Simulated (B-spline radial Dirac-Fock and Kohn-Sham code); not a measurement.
# Anomalous scattering factors of Ta, 593.6 eV to 8.579 keV

Calculated with a radial B-spline solver, using the dispersion relation over Dirac-Hartree-Slater subshell photoionisation cross sections, with the Kissel-Pratt high-energy constant (isolated atom, no bound-bound lines or fine structure). The forward scattering factor is f₀ + f′ + i f″.

Edges near this range: L2 11136.0 eV, L3 9881.0 eV, M1 2708.0 eV, M2 2469.0 eV, M3 2194.0 eV, M4 1793.0 eV, M5 1735.0 eV, N1 563.4 eV, N2 463.4 eV.

```
hν (eV)  λ (Å)   f′ (e)  f″ (e)  tabulated f′  tabulated f″
  593.6  20.89  -33.324  22.073             –         20.06
  964.4  12.86  -27.115  15.503             –         14.81
   1000  12.40        ?       ?             ?             ?
   1096  11.31  -26.835  13.791        -27.11         12.78
 1253.6  9.890  -27.341  12.097        -27.69         10.82
 1486.9  8.338  -30.200  10.124        -30.67          8.89
   2000  6.199  -26.532  32.011        -26.97         31.24
   2030  6.108  -25.359  31.331        -25.81         30.58
   2206  5.620  -23.773  32.193        -23.07         30.84
   2957  4.193   -8.984  24.013         -8.93         23.64
 2984.4  4.154   -8.739  23.716         -8.72         23.37
   3651  3.396   -5.379  17.918         -5.38         17.40
   4000  3.100   -4.636  15.712         -4.61         15.11
 4510.9  2.749   -4.106  13.170         -4.11         12.59
   4932  2.514   -3.955  11.530         -3.95         10.96
 5414.7  2.290   -3.967  10.017         -3.96          9.48
   6000  2.066   -4.145   8.567         -4.15          8.09
   6163  2.012   -4.218   8.221         -4.22          7.77
 6403.9  1.936   -4.342   7.749         -4.35          7.33
 6930.3  1.789   -4.675   6.853         -4.67          6.52
 8047.8  1.541   -5.707   5.412         -5.76          5.22
   8579  1.445   -6.448   4.887         -6.52          4.74
```

Question: What are f′ and f″ at 1000 eV?

Answer: f′ = -26.973 and f″ = 15.009 electrons (tables: -27.35 and 14.39). By the optical theorem f″ corresponds to a photoabsorption cross section 2 rₑ λ f″ = 1.05e+06 b.

Tabulated f′: xraylib 4.2 anomalous scattering factors (Cullen et al., EPDL97); f″: Chantler's tables (J. Phys. Chem. Ref. Data 1995 and 2000). Both are theoretical tables.
